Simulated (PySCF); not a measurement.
Cd(SiH3)(SiMe3), SMILES C[Si](C)(C)[Cd][SiH3] (C3H12CdSi2) at its GFN2-xTB optimised geometry (Å):

```
18

Cd    -1.4553    -0.4785     0.0000
Si    -0.6427    -2.9517     0.0000
H     -0.9771    -4.0017     0.9822
H      0.8487    -2.9517     0.0000
H     -0.9836    -3.5900    -1.3023
Si    -0.7720     1.5237    -1.5416
C      1.1411     1.4544    -1.2265
C     -1.1653     3.3727    -1.9210
C     -0.9907     0.5920    -3.2297
H      1.7178     1.7844    -2.0869
H      1.4271     2.0836    -0.3862
H      1.4553     0.4303    -0.9933
H     -0.9805     4.0017    -1.0552
H     -2.2042     3.5051    -2.2079
H     -0.5470     3.7419    -2.7364
H     -2.0108     0.6777    -3.5996
H     -0.7725    -0.4757    -3.1097
H     -0.3334     0.9737    -4.0068
```

Level of theory: CAM-B3LYP/def2-SVP, def2 effective core potentials past Kr run with PySCF. The core electrons that the potentials of Cd replace are not part of the density. Cells within 0.4 Å of a nucleus heavier than hydrogen are left out (blank, or x).

Map of the deformation density (molecule minus spherical neutral atoms) (e/bohr³) on the plane z = 0.0 Å:

```
|2222222222222222222222222222222|
|2222222222222222222222222222222|
|2222222222222222222222222222222|
|2222222222222222222222222222222|
|2222222222222222222222222222222|
|2222222222222222222222222222222|
|2222222222221122222222222222222|
|2222222222221122222222222222222|
|2222222222222122221122222222222|
|2222222222222111111112222222222|
|2222222222222111111112222222222|
|2222222222222211122212222222222|
|2222222222222221111112222222222|
|2222222222233321111112222222222|
|2222222222222221111122222222222|
|2222222222200121111222222222222|
|22222222112xx021222222222222222|
|2222222211204122222222222222222|
|2222222222211222222222222222222|
|2222222222234432222222222222222|
|2222222222234432322222222222222|
|2222222222122213752222222222222|
|2222222222110xx4982222222222222|
|2222222222111102432222222222222|
|2222222222112211222222222222222|
|2222222222212211122222222222222|
|2222222222222211222222222222222|
|2222222222222222222222222222222|
|2222222222222222222222222222222|
|2222222222222222222222222222222|
|2222222222222222222222222222222|
```
Scale: ten equal steps from -0.018 (start of '0') to 0.062 (end of '9'), in the order '0123456789'; x runs from -6.50 to 6.50, y from -6.50 (bottom) to 6.50 (top).
